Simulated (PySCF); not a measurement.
TaF₄, SMILES [F][Ta]([F])([F])[F] (connectivity only; charge and spin as stated), neutral, multiplicity 2.

Geometry: B3LYP-D3(BJ)/def2-SVP. The multiplicity is an assumed one; other spin states were not compared. The isomer is the one that the SMILES or the coordinates give; other isomers of the formula were not compared. The def2 effective core potentials stand for the cores of Ta; spin–orbit coupling is left out.

Computed with PySCF with TDA-PBE/def2-SVPD.

Vertical excitations; the highest root listed may be one member of a degenerate set. Gas-phase values at a fixed geometry.

```
state    energy (eV)  λ (nm)      f                      main pairs
-------  -----------  ------  -----  ------------------------------
root 1          2.22     558  0.000    α HOMO→LUMO (degenerate set)
root 2          2.22     558  0.000  α HOMO→LUMO+1 (degenerate set)
root 3          2.30     539  0.000             α HOMO→LUMO+2 100 %
root 4          4.62     268  0.000              α HOMO→LUMO+3 99 %
root 5          4.67     266  0.152              α HOMO→LUMO+4 98 %
root 6          5.97     208  0.032              α HOMO→LUMO+7 99 %
root 7          5.98     207  0.042  α HOMO→LUMO+5 (degenerate set)
root 8          5.98     207  0.042  α HOMO→LUMO+6 (degenerate set)
root 9          6.52     190  0.000               β HOMO→LUMO 100 %
root 10         6.74     184  0.001              β HOMO−2→LUMO 97 %
```
Unrestricted roots are not spin-pure.
